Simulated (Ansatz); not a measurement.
Basis-set extrapolation for C3H6OSi, SMILES `[SiH3]OC1=CC1` (PBE0-D4/def2-TZVP geometry, frozen core, the Gaussian-basis code of Ansatz). Multiplicity 1, RHF reference.

```json
{"": "HF", "def2-TZVPP": "-480.907886", "def2-QZVPP": "-480.925863"}
{"": "MP2 correlation", "def2-TZVPP": "-0.836419", "def2-QZVPP": "-0.894727"}
{"": "CCSD(T) correlation", "def2-TZVPP": "-0.910536", "def2-QZVPP": "not run"}
```

Energies in hartree. Use E(X) = E(∞) + A·exp(−7.88·√X) for Hartree–Fock and E(X) = E(∞) + B·X^(−2.97) for correlation, with X = 3 and 4, and add CCSD(T) minus MP2 of the smaller set to the MP2 limit.

**Question.** What is the CCSD(T) energy at the basis-set limit?

**Answer.** HF limit: -480.925863 + (-0.017977) × 0.13774 = -480.92834. MP2 limit: -0.894727 + (-0.058308) × 0.74074 = -0.93792. Higher-order term: -0.910536 − (-0.836419) = -0.07412. Total: -481.94038 hartree, 320.2 kJ/mol below CCSD(T)/def2-TZVPP.
